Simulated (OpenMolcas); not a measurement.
## Ir3+: moving or changing the point charges

Ir3+ among 6 point charges of -1.7 e arranged as a trigonal antiprism (D3d), 1.9 Å from the ion, with a polar angle of 47.1° against the regular 54.74°.

```yaml
Program: OpenMolcas
Method: CASSCF
Basis: ANO-RCC-VDZP [7s6p4d2f]
Scalar_Hamiltonian: DKH2, point nucleus
Active_space: 6 electrons in 5 orbitals (5d)
State_averaging: 2S+1 = 5 even, 5 roots; 2S+1 = 3 even, 45 roots; 2S+1 = 1 even, 50 roots
Spin-orbit_coupling: RASSI with atomic mean-field integrals over the reference wave functions
```

Runs around this geometry, states (labels of D3, the rotations of D3d). Energies in cm-1 above the lowest state or level, χT in cm3 K/mol.

```json
{"R (Å)": "1.9", "q (e)": "-1.7", "Polar angle / regular": "0.79", "Ground state": "5E", "First state of that spin": "5A1 5732", "First gap with spin-orbit (degeneracies)": "400.0 (1, 2)", "χT at 300 K": "1.526", "First state of another spin": "1A1 5880"}
{"R (Å)": "1.9", "q (e)": "-1.1", "Polar angle / regular": "0.86", "Ground state": "5E", "First state of that spin": "5A1 4612", "First gap with spin-orbit (degeneracies)": "1163 (2, 1)", "χT at 300 K": "4.376", "First state of another spin": "3E 12109"}
{"R (Å)": "1.9", "q (e)": "-1.7", "Polar angle / regular": "0.86", "Ground state": "5E", "First state of that spin": "5A1 4956", "First gap with spin-orbit (degeneracies)": "442.3 (1, 2)", "χT at 300 K": "1.423", "First state of another spin": "1A1 5810"}
{"R (Å)": "2.01", "q (e)": "-1.7", "Polar angle / regular": "0.86", "Ground state": "5E", "First state of that spin": "5A1 5449", "First gap with spin-orbit (degeneracies)": "861.2 (2, 1)", "χT at 300 K": "4.331", "First state of another spin": "3E 10237"}
```

Scaling the charges by -1.1 / -1.7 = 0.65 scales the first state of the same spin by 4612 / 4956 = 0.93; with fixed orbitals a first-order splitting would follow the charge.

Without dynamic correlation the repulsion within the d shell is too large (B by tens of per cent), so at a given field states of lower spin stand too high. This shell can be high or low spin here, a state of another spin lies low, and with metal d orbitals alone active their balance is uncertain, so the ground spin may be wrong. Point charges give a weaker field than real ligands, and real ions of this kind are as a rule low spin; the high spin found here belongs to the model. Spin-orbit coupling mixes the spin-free states strongly: the lowest level takes only 36 % from its leading state, 5E (figures for R = 1.9, q = -1.7, ratio = 0.79; the like holds for R = 1.9, q = -1.7, ratio = 0.86). An orbital doublet at a regular site is open to a Jahn-Teller distortion, which this geometry leaves out (holds for R = 1.9, q = -1.1, ratio = 0.86; R = 2.01, q = -1.7, ratio = 0.86). Point charges carry no covalency, so the field is a model and not that of real ligands. No measured value stands beside these numbers.
